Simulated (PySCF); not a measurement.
Species: methyldifluoroisocyanate silane, C2H3F2NOSi.
Numbering: `[CH3:1][Si:2]([F:3])([F:4])[N:5]=[C:6]=[O:7]` (hydrogens: H8, H9, H10 on C1)

The same species was optimised twice, with GFN2-xTB and with PBE0-D3(BJ)/def2-SVP (PySCF), and the same property calculations (PySCF, gas phase) were run on both structures.

```csv
coordinate,GFN2-xTB,PBE0-D3(BJ)/def2-SVP,change
C1–Si2 (Å),1.878,1.834,-0.044
Si2–F3 (Å),1.594,1.610,+0.016
Si2–F4 (Å),1.594,1.610,+0.016
C6=O7 (Å),1.151,1.164,+0.013
N5=C6 (Å),1.189,1.199,+0.010
Si2–N5 (Å),1.706,1.699,-0.007
Si2–N5–C6 (°),159.6,176.8,+17.2
F3–Si2–F4 (°),102.7,106.2,+3.5
C1–Si2–N5 (°),115.4,112.6,-2.8
N5–C6–O7 (°),176.6,179.4,+2.8
C1–Si2–F4 (°),113.1,110.8,-2.3
F4–Si2–N5 (°),106.0,108.1,+2.1
F3–Si2–N5 (°),105.7,107.6,+1.9
C1–Si2–F3 (°),112.8,111.4,-1.4
```

Rotational constants: A = 3608, B = 1255, C = 1198 MHz (GFN2-xTB) against A = 3665, B = 1213, C = 1188 MHz (PBE0-D3(BJ)/def2-SVP).

On the GFN2-xTB structure: HOMO (eV) -9.33 [PBE0/pcSseg-1]; LUMO (eV) 0.47 [PBE0/pcSseg-1]; dipole (D) 2.94 [PBE0/pcSseg-1]; GIAO shielding of C1 (ppm) 189.5 [PBE0/pcSseg-1]; GIAO shielding of Si2 (ppm) 399.8 [PBE0/pcSseg-1]; GIAO shielding of F3/F4 (mean) (ppm) 312.3 [PBE0/pcSseg-1]; GIAO shielding of N5 (ppm) 216.5 [PBE0/pcSseg-1]; GIAO shielding of C6 (ppm) 61.0 [PBE0/pcSseg-1]; GIAO shielding of O7 (ppm) 195.2 [PBE0/pcSseg-1].

Question: What do these properties become on the PBE0-D3(BJ)/def2-SVP structure?

Answer: 
```tsv
property	level	on GFN2-xTB	on PBE0-D3(BJ)/def2-SVP	change
HOMO (eV)	PBE0/pcSseg-1	-9.33	-9.34	-0.01
LUMO (eV)	PBE0/pcSseg-1	0.47	0.32	-0.15
dipole (D)	PBE0/pcSseg-1	2.94	2.61	-0.33
energy, GFN2-xTB geometry as zero (kcal/mol)	PBE0/pcSseg-1	0.0	-2.2	-2.2
GIAO shielding of C1 (ppm)	PBE0/pcSseg-1	189.5	188.9	-0.6
GIAO shielding of Si2 (ppm)	PBE0/pcSseg-1	399.8	402.2	+2.4
GIAO shielding of F3/F4 (mean) (ppm)	PBE0/pcSseg-1	312.3	311.3	-1.0
GIAO shielding of N5 (ppm)	PBE0/pcSseg-1	216.5	216.6	+0.1
GIAO shielding of C6 (ppm)	PBE0/pcSseg-1	61.0	61.1	+0.1
GIAO shielding of O7 (ppm)	PBE0/pcSseg-1	195.2	191.4	-3.8
```

The heavy atoms differ by 0.160 Å rms after alignment. Among bonds between heavy atoms C1–Si2 changes most (-0.044 Å). Changes are differences of the printed values. Neither structure is proved a minimum here.
